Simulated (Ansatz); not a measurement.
System: sum formula BNH (charge 0, doublet). It need not be the lowest isomer of its formula. SMILES: [B]=N
Geometry: optimised at B3LYP-D3(BJ)/def2-TZVP (Ansatz, a first-principles code).

Atomisation energy built up term by term with Ansatz (kcal/mol; UHF references for open shells; valence terms freeze the core; atomic spin-orbit terms are left out). Basis-set limits of correlation are two-point, X^-3; Hartree-Fock from the larger set.

```
term                                            basis  kcal/mol
-----------------------  ----------------------------  --------
Hartree-Fock                              aug-cc-pVQZ    156.32
CCSD correlation         CBS(aug-cc-pVTZ,aug-cc-pVQZ)       [?]
(T)                      CBS(aug-cc-pVTZ,aug-cc-pVQZ)       [?]
CCSDT - CCSD(T)                               cc-pVDZ      0.30
(Q)                                           cc-pVDZ      0.55
core correlation                            cc-pwCVTZ      1.88
scalar relativity (X2C)    cc-pVTZ-DK against cc-pVTZ     -0.30
sum: De                                                     [?]
```

**Question.** Fill in the missing entries.

**Answer.** 
- CCSD correlation, kcal/mol: 72.21
- (T), kcal/mol: 6.97
- sum: De, kcal/mol: 237.9
